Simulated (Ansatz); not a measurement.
```xyz
11

C     0.0322   -0.2933   -1.2827
C    -0.0433    0.6039   -0.0050
C     0.0374   -0.2624    1.3038
H     0.0328    0.3817   -2.1374
H     0.8800   -0.9197   -1.3690
H    -0.9103   -0.9491   -1.3021
H    -0.8790    1.2199   -0.0419
H     0.9135    1.2110   -0.0040
H     0.0069    0.3543    2.2199
H    -0.9353   -0.9148    1.3071
H     0.8800   -0.8857    1.2771
```

Basis set: def2-TZVP (spherical functions). Frozen core: 3 orbitals. Charge 0, multiplicity 1.

Computed with Ansatz (development build ahead of 0.2.0); each method stands on the lowest determinant of its kind that the runs found. Restricted open shells among the atoms or ions are ROHF, correlated in semicanonical orbitals with singles. Restricted functionals stand beside restricted open-shell atoms, which can lie above the unrestricted atoms usual in DFT and then raise those values.

Task: Give the atomization energy at this shape (free ground-state atoms in the same class of orbitals less the molecule, no zero-point energy) of singlet C3H8 by PBE0 (restricted), RHF-MP2, RHF.

Result:

```tsv
method	atomization energy
PBE0 (restricted)	43.38 eV
RHF-MP2	41.90 eV
RHF	33.48 eV
```

Caution: the shape is not the minimum.
